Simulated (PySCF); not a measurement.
PySCF input file for C6H8N2, SMILES Nc1ccc(N)cc1, PBE0/pcSseg-1. Geometry: PBE0-D3(BJ)/def2-SVP. Other conformers were not sampled.

```python
import numpy as np
from pyscf import gto, scf, dft
from pyscf.prop.nmr import rks as nmr

mol = gto.M(
    atom='''
    N    -2.81659494   -0.08362898   -0.00000000
    C    -1.42516724   -0.01221316   -0.00000000
    C    -0.69531146   -0.00634668    1.19702963
    C     0.69531144    0.00634668    1.19702963
    C     1.42516724    0.01221316    0.00000000
    N     2.81659494    0.08362898    0.00000000
    C     0.69531146    0.00634668   -1.19702963
    C    -0.69531144   -0.00634668   -1.19702963
    H    -3.25647661    0.28377872   -0.83497716
    H    -3.25647662    0.28377872    0.83497716
    H    -1.22906590   -0.01708818    2.15175378
    H     1.22906589    0.01708818    2.15175378
    H     3.25647661   -0.28377872    0.83497716
    H     3.25647662   -0.28377872   -0.83497716
    H     1.22906590    0.01708818   -2.15175378
    H    -1.22906589   -0.01708818   -2.15175378
    ''',
    basis='pcSseg-1',
    charge=0,
    spin=0,
    max_memory=1600,
    verbose=3,
)
mf = dft.RKS(mol, xc='pbe0').density_fit(auxbasis='def2-universal-jkfit')
mf.grids.level = 3
mf.conv_tol = 1e-10
mf.max_cycle = 100
mf.kernel()
n = nmr.NMR(mf)
n.verbose = 2
n.max_cycle_cphf = 60
sigma = n.kernel()
print('atom   isotropic/ppm   span/ppm')
for i, s in enumerate(sigma):
    w = np.linalg.eigvalsh((s + s.T) / 2)
    print(f'{mol.atom_symbol(i):2s}{i + 1:3d} {w.mean():14.3f} {w[2] - w[0]:11.3f}')
```

Output:

```
converged SCF energy = -342.516394951836
atom   isotropic/ppm   span/ppm
N   1        195.367      99.215
C   2         41.341     199.513
C   3         65.994     182.828
C   4         65.994     182.828
C   5         41.341     199.513
N   6        195.367      99.215
C   7         65.994     182.828
C   8         65.994     182.828
H   9         28.687      14.876
H  10         28.687      14.876
H  11         24.837       7.032
H  12         24.837       7.032
H  13         28.687      14.876
H  14         28.687      14.876
H  15         24.837       7.032
H  16         24.837       7.032
```

The calculation finished and met its thresholds.

Cost: roughly 100 core-seconds.
